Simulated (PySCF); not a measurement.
C4H6BF, SMILES B(C)(F)C=C=C.

Geometry: B3LYP-D3(BJ)/def2-SVP. The structure was generated by enumeration, and PubChem lists no compound with its InChIKey, so it may never have been made. Other conformers were not sampled.

Two levels are set side by side: PBE/def2-TZVP (PySCF) and HF/def2-TZVP (PySCF). Same geometry, gas phase. Differences are taken from unrounded values.

```csv
quantity,HF
orbital gap (eV),12.76
highest occupied level (eV),-10.35
lowest empty level (eV),2.41
dipole moment (D),1.33
mean polarisability (bohr³),62.8
```

Q: What does PBE give, and how far is it from HF? (An estimate is asked for; the answer gives what the named calculation found.)

A: 
| quantity | PBE | PBE minus HF |
|---|---|---|
| orbital gap (eV) | 4.25 | -8.51 |
| highest occupied level (eV) | -6.48 | 3.87 |
| lowest empty level (eV) | -2.23 | -4.64 |
| dipole moment (D) | 1.14 | -0.19 |
| mean polarisability (bohr³) | 67.7 | 4.8 |

PBE's occupied levels lie high since its potential decays too fast outside the molecule; exact exchange lowers them and widens the gap. PBE's more diffuse valence density responds more strongly to a field. Differences between two approximate levels are no errors against the true value.

Rough cost on one machine, each run with all the roots and properties that it gave: HF against PBE about 1/3.
